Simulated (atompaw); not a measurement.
## scandium (Sc): one change to a PAW (atompaw) potential, before and after

- Element: scandium (Sc)
- Generator: atompaw 4.2.0.5
- Type: PAW
- Functional: LDA (PW92)
- Relativity: scalar-relativistic
- Frozen core: [Ar]
- Valence charge: 3
- Reference configuration: 3d1 4s2 4p0
- Partial waves: 4s (bound): rc 3.00 bohr; 4s channel at 2.25 Ry: rc 3.00 bohr; 4p (bound, empty): rc 3.00 bohr; 4p channel at 0.4 Ry: rc 3.00 bohr; 3d (bound): rc 3.00 bohr; 3d channel at 4.2 Ry: rc 2.15 bohr
- Local potential: troulliermartins scheme with l = 3 at 0 Ry, radius 2.50 bohr
- Core correction: smooth core density matched at 2.75 bohr
- Augmentation charge: sinc compensation charge, radius 2.30 bohr; PAW radius 3.00 bohr; waves and projectors: custom rrkj vanderbiltortho

All-electron outer shells of the reference configuration (LDA (PW92), scalar-relativistic, ld1.x):

```tsv
shell	level (eV)	outermost node (bohr)	outermost maximum (bohr)
3s	-54.71	0.42	0.92
3p	-33.57	0.39	0.97
4s	-4.29	1.33	3.06
3d	-3.43	–	1.10
4p	-1.52	1.49	4.03
```

Change: local potential troulliermartins scheme with l = 3 at 0 Ry, radius 2.10 bohr.

Cutoffs: the cutoffs (Ry, on a coarse ladder) from which the occupation-weighted sum of valence levels, in a spherical-Bessel basis at the reference potential, stays within 10 and 1 mRy of its value at 400 Ry; they do not see the model core or the augmentation charge, which bear on the density cutoff.

Problem. What does the change do?

Solution. Both files are so soft that the ladder of cutoffs tells neither apart; a bound ghost appears in p, s, which as a rule spoils a file; the range in which the s phases agree widens (upper end 1.4 → 3.8). A state that the projectors do not describe sees the local part alone, so a deeper or shallower local part can create or remove a ghost.

```csv
quantity,base,changed
"cutoff, loose",10 Ry,10 Ry
"cutoff, tight",10 Ry,10 Ry
bound ghosts,none,"s, p"
s: phases at 3.01 bohr within 0.05 rad from the reference energy up to (Ry; the scan ends near 5),1.4,3.8
p: phases at 3.01 bohr within 0.05 rad from the reference energy up to (Ry; the scan ends near 5),3.3,3.7
d: phases at 3.01 bohr within 0.05 rad from the reference energy up to (Ry; the scan ends near 5),0.1,0.2
lowest overlap eigenvalue by channel,"s 0.76, p 0.65, d 1.00","s 0.64, p 0.64, d 1.00"
```

 A true bound ghost makes a file unfit for plane-wave use even where its test errors are small: the radial tests pick states by their node count and pass the ghost by. The cutoffs see the waves, projectors and local potential, not the compensation charge or the core.
